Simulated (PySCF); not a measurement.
Dipole moment and polarisability of `CC1=CC[Si@@H](P)C1`

C5H11PSi.
Structure used (GFN2-xTB), in Å, numbered top down from 1:
```
atom  x, y, z in Å
C1    -2.641   -0.016    0.249
C2    -1.186   -0.213   -0.038
C3    -0.663   -1.318   -0.547
C4     0.811   -1.402   -0.801
Si5    1.478    0.256   -0.129
P6     2.487    1.449   -1.743
C7    -0.261    0.934    0.270
H8    -2.792    0.196    1.308
H9    -3.026    0.834   -0.315
H10   -3.216   -0.900   -0.016
H11   -1.271   -2.177   -0.796
H12    1.231   -2.276   -0.301
H13    0.999   -1.535   -1.869
H14    2.287    0.069    1.091
H15    3.026    2.381   -0.874
H16    3.642    0.687   -1.735
H17   -0.532    1.799   -0.340
H18   -0.381    1.238    1.310
```

Level: CAM-B3LYP/def2-SVPD (PySCF), static field, nuclei fixed, core orbitals frozen in the response. The polarisability tensor in these axes (au):

```
x   123.33   6.15 -12.99
y     6.15 108.77  -0.09
z   -12.99  -0.09  96.59
```

Task: Give the principal values, the mean and the anisotropy Δα = √{½[(α1 − α2)² + (α2 − α3)² + (α1 − α3)²]}.

Result: Principal values 91.02, 107.52 and 130.15 au; mean 109.56 au = 16.24 Å³ = 18.06 × 10⁻⁴⁰ C²·m²/J; Δα = 34.03 au (31 % of the mean).

Task: What is the dipole moment, and where does it point?

Result: (-0.17, -0.19, 0.67) D, 0.72 D in size, pointing from the negative to the positive side. Measured along this direction, the outermost atoms are H16 and P6 at the negative end and H8 at the positive end.

Task: Traceless (Buckingham) quadrupole moment about the centre of nuclear charge: eigenvalues?

Result: -6.04, 1.99, 4.05 D·Å. The values depend on the origin, since the dipole doesn't vanish. The electronic extent ⟨r²⟩ about the same centre is 1393 bohr², a root-mean-square distance of 2.36 Å for the 70 electrons.

Task: What would n − 1 = 2πNα be for an ideal gas of these molecules at 400 K and 1 atm, electronic part alone?

Result: N = p/kT = 1.8347 × 10¹⁹ cm⁻³, so n − 1 = 2π × N × 16.24 × 10⁻²⁴ cm³ = 1872 × 10⁻⁶ at long wavelengths.

Task: Molar refractivity from α?

Result: Lorentz–Lorenz: R = (4π/3)N_A α = 2.5225 cm³/(mol·Å³) × 16.24 Å³ = 41.0 cm³/mol, in the limit of long wavelengths.

Task: Find the Langevin capture rate constant for NH4+ (18.034 u) meeting this molecule (130.037 u), k = 2.342 × 10⁻⁹ cm³/s × √(α in Å³ / reduced mass in u).

Result: The reduced mass is 15.84 u, so k = 2.37 × 10⁻⁹ cm³/s. The formula leaves out the permanent dipole, which adds to the capture rate.

Task: Orientational against electronic polarisability at 250 K (dilute gas, rigid molecules)?

Result: In Gaussian units μ²/3kT = 4.97 Å³ against 16.24 Å³, a ratio of 0.31; the Debye molar polarisation (4π/3)N_A(α + μ²/3kT) is 53.5 cm³/mol, leaving out the vibrational part.

One conformer (not necessarily the lowest) at the GFN2-xTB geometry, without solvent, vibrations or thermal averaging.
